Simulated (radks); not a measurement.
All-electron atom: the cadmium ion Cd+ in [Kr] 4d10 5s1. All-electron calculation, scalar-relativistic Kohn-Sham, r2SCAN, spin-polarised, spherical densities, finite nucleus; open shells are filled with parallel spins first (spin-orbit coupling, left out, can overturn this in heavy ions); meta-GGA in the generalised Kohn-Sham scheme; Fermi nuclear charge, rms radius 4.6087 fm; hard spherical wall at 4 bohr. Program: a radial shooting solver on a logarithmic mesh with Libxc functionals.

Local quantities along the radius. ELF = 1/(1 + alpha^2) is the electron localisation function; alpha = (tau - tau_W)/tau_unif compares the Pauli kinetic energy density with that of the uniform gas (summed over spins). tau is taken from the large components.

r (bohr)	ELF	alpha
0.002293	0.999	0.02410
0.002986	0.999	0.02590
0.003889	0.999	0.02886
0.005023	0.999	0.03342
0.006541	0.998	0.04099
0.008517	0.997	0.05373
0.01109	0.994	0.07652
0.01433	0.986	0.1188
0.01865	0.958	0.2099
0.02429	0.853	0.4151
0.03138	0.591	0.8323
0.04086	0.341	1.390
0.0532	0.356	1.346
0.06927	0.592	0.8308
0.08948	0.752	0.5746
0.1165	0.694	0.6646
0.1517	0.395	1.239
0.1976	0.343	1.384
0.2552	0.641	0.7490
0.3323	0.772	0.5438
0.4327	0.551	0.9032
0.5634	0.178	2.153
0.7278	0.525	0.9506
0.9477	0.761	0.5604
1.234	0.653	0.7297
1.594	0.421	1.174
2.076	0.296	1.543
2.703	0.293	1.554
3.519	0.085	3.290

On this mesh the ELF has minima near r = 0.047, 0.17, 0.56 bohr, which separate the shells, and maxima near 0.10 (0.75), 0.33 (0.77), 0.95 (0.76).
